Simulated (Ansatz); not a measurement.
Abridged output of a molecular run in Ansatz:

```
Functional definition: HF
1279 factors; integrals over basis functions are off by at most 8.4e-4 eV
mean field evaluation 1: about -15022.3973 eV, gradient 3.7e1 eV
mean field evaluation 2: about -15022.6367 eV, gradient 3.7e1 eV
mean field evaluation 4: about -15025.9788 eV, gradient 3.9e0 eV
mean field evaluation 8: about -15026.0527 eV, gradient 2.9e-1 eV
mean field -15026.05377866 eV, -552.1972913406 hartree, gradient 2.7e-6 eV, S^2 0.000000; 0 other end points of the search recorded, 0 dependent functions left out; unrestricted orbitals would lower it
9 core orbitals not correlated: weight in the atoms' cores, before any rotation towards them, 1.000 or more for the frozen orbitals, at most 0.000 for the correlated occupied ones
reference -15026.05377866 eV, -552.1972913406 hartree; 14, 14 occupied and 185, 185 virtual orbitals, 1279 factors
second order -23.95008305 eV of doubles, -0.00000000 eV of singles
cycle   1  -23.90066055 eV  change    4.9e-2 eV  update   1.2e-1
cycle   2  -24.48515735 eV  change   -5.8e-1 eV  update   4.1e-2
cycle   3  -24.64673037 eV  change   -1.6e-1 eV  update   2.2e-2
cycle   4  -24.63646023 eV  change    1.0e-2 eV  update   6.3e-3
cycle   5  -24.62715620 eV  change    9.3e-3 eV  update   3.1e-3
cycle   6  -24.62833910 eV  change   -1.2e-3 eV  update   1.0e-3
cycle   7  -24.62865709 eV  change   -3.2e-4 eV  update   4.9e-4
cycle   8  -24.62832808 eV  change    3.3e-4 eV  update   2.3e-4
cycle   9  -24.62832295 eV  change    5.1e-6 eV  update   1.1e-4
cycle  10  -24.62844468 eV  change   -1.2e-4 eV  update   5.2e-5
cycle  11  -24.62836219 eV  change    8.2e-5 eV  update   1.9e-5
cycle  12  -24.62836698 eV  change   -4.8e-6 eV  update   7.9e-6
perturbative correction -0.99512521 eV, -0.0365701769 hartree
Total energy: -15051.67727085 eV, -553.1389373104 hartree
```

Its atoms:

Cartesian coordinates in Å:
```
F 2.517 -0.667 0.019
C 1.256 -0.326 -0.234
B 0.257 -0.097 0.802
Si -1.344 0.359 -0.058
F -1.478 0.447 -1.643
H 1.113 -0.251 -1.312
H 0.378 -0.169 1.984
H -2.700 0.704 0.442
```

**Question.** Which basis set was used?
A. def2-SVPD
B. cc-pV(Q+d)Z
C. def2-QZVPP
D. def2-TZVPP

**Answer.** D. It gives 208 functions.

**Question.** Write the keys of the input that set method, charge and spin (a neutral closed shell needs none for the last two).

**Answer.** 
```yaml
correlation: {method: ccsd_t}
```
